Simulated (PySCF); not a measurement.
## Worked example: oscillator strength and radiative lifetime

C3H3F3, SMILES F[C@H]1CC1(F)F.

The structure is a stationary point at r2SCAN-D4/def2-SVP. The structure was generated by enumeration; whether it is a known compound was not checked.

TDDFT-PBE/def2-SVPD (PySCF) puts the first singlet state with f over 0.02 at 8.48 eV (vertical), with the transition dipole (0.285, 0.096, -0.137) in atomic units.

Question: Find the oscillator strength, the wavelength and the radiative lifetime that this transition would have in vacuum if emission retraced absorption.

Answer: 
|μ|² = 0.1092 au, so |μ| = 0.84 D. ΔE = 8.48/27.211 = 0.3116 hartree. f = (2/3) ΔE |μ|² = 0.023 (the program prints 0.023).
λ = 1239.84/8.48 = 146 nm; ν = 68396 cm⁻¹.
Einstein's coefficient A = 0.6670 ν² f s⁻¹ (ν in cm⁻¹) = 7.1e7 s⁻¹, so τ = 1/A = 14 ns. This state is S7; the lower singlets have f = 0.004, 0.020, 0.003, 0.009, 0.005, 0.016. The figure is the radiative limit of this one transition; relaxation, internal conversion, crossing to triplets and a medium change what is measured.
